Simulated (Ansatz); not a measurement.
C2H6BClO (`COB(C)Cl`). Total charge 0; spin multiplicity 1. The structure was optimised at the PBE0-D4/def2-TZVP level. It is one conformer, not always the lowest.

```xyz
11

C    -1.362   -0.637    0.791
O     0.033   -0.747    0.977
B     0.967   -0.153    0.220
C     0.748    0.774   -1.020
Cl    2.638   -0.466    0.745
H    -1.786   -1.642    0.775
H    -1.788   -0.090    1.634
H    -1.620   -0.123   -0.136
H    -0.267    0.779   -1.419
H     1.436    0.501   -1.823
H     1.002    1.803   -0.743
```

Task: What is the dipole moment at ωB97M-V/def2-TZVPP? (Estimate.)

Result: Computed: 3.06 D, with components (-2.78, 0.73, -1.04) D in this frame, pointing from negative to positive charge.

Task: And with PBE, r2SCAN, B3LYP? (Best estimate.)

Result: Ansatz gave: PBE 2.94 D, r2SCAN 3.04 D, B3LYP 3.05 D.

Task: Give the Mulliken charges with ωB97M-V, r2SCAN, B3LYP in def2-TZVPP. (An estimate is asked.)

Result: The calculation gave: 
```tsv
atom	ωB97M-V	r2SCAN	B3LYP
C1	-0.16	0.01	-0.10
O2	-0.24	-0.25	-0.24
B3	0.21	0.29	0.25
C4	-0.36	-0.27	-0.33
Cl5	-0.16	-0.19	-0.20
H6	0.13	0.07	0.12
H7	0.13	0.07	0.11
H8	0.10	0.05	0.08
H9	0.10	0.06	0.09
H10	0.13	0.08	0.11
H11	0.13	0.08	0.11
```

B3LYP here is the variant with VWN-RPA as its local correlation; programs differ in this.
